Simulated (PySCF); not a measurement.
Compound: C₄H₉FNS (doublet state).
Numbering: `[CH3:1][C@H:2]([CH2:3][F:4])[C:5]([NH2:6])[SH:7]` (hydrogens: H8, H9, H10 on C1; H11 on C2; H12, H13 on C3; H14, H15 on N6; H16 on S7)

Geometry (GFN2-xTB, Å), atoms numbered from 1 in this order:
```xyz
16
C4H9FNS angstrom
C     -1.5342    0.6660    0.4676
C     -0.3853    0.3379   -0.4901
C     -0.5809   -1.0636   -1.0981
F     -0.6036   -2.0322   -0.1195
C      0.9389    0.4887    0.1916
N      1.1744   -0.2285    1.3437
S      2.2891    0.9150   -0.8679
H     -1.3883    1.6522    0.8988
H     -1.5782   -0.0613    1.2737
H     -2.4815    0.6538   -0.0659
H     -0.4024    1.0364   -1.3335
H      0.2430   -1.3183   -1.7721
H     -1.5370   -1.1331   -1.6254
H      2.1378   -0.2933    1.6331
H      0.6574   -1.0902    1.4680
H      3.0432    1.4797    0.0844
```

The hyperfine couplings belong to this conformer and change with its torsions.

The calculation used PySCF, UKS B3LYP, pcH-1 on C F H N S, non-relativistic, mean-field spin-orbit, GIAO. Geometry: GFN2-xTB, one conformer, isolated molecule. The geometry wasn't refined by DFT: couplings that depend on bond lengths, twists or pyramidal angles can differ widely from those at the functional's own minimum. Stability of the SCF solution: not tested.

**Question.** The isotropic 13C couplings are +216.7, +51.2, -23.7, +22.6 MHz. Assign them to C1; C2; C3; C5.

**Answer.** 
| site | a_iso (MHz) | ρ(0) (bohr⁻³) | position | distance from C5 (Å) | spin population | largest \|T\| (MHz) |
| --- | --- | --- | --- | --- | --- | --- |
| C1 | +22.6 | +0.0201 | 2 bonds from C5 | 2.49 | +0.02 | 4.6 |
| C2 | -23.7 | -0.0211 | 1 bond from C5 | 1.50 | -0.03 | 2.2 |
| C3 | +51.2 | +0.0455 | 2 bonds from C5 | 2.53 | +0.03 | 7.9 |
| C5 | +216.7 | +0.1927 | largest spin population | 0.00 | +0.74 | 131.8 |

ρ(0) is the spin density at the nucleus and T the dipolar tensor; a_iso includes a spin–orbit part; entries for several nuclei are means. The largest Mulliken spin populations are on C5 (+0.74), N6 (+0.13) and S7 (+0.07). C5 is the only atom above +0.15. The angles at C5 add up to 353.7°, so it is slightly pyramidal.

Nuclei that the bonding pattern makes equivalent are averaged, as if the motion that swaps them (rotation, inversion, ring flip) were fast. The 1H value of +25.7 MHz is a mean of couplings from -10.9 to 62.4 MHz in this one geometry, not an average over conformers.
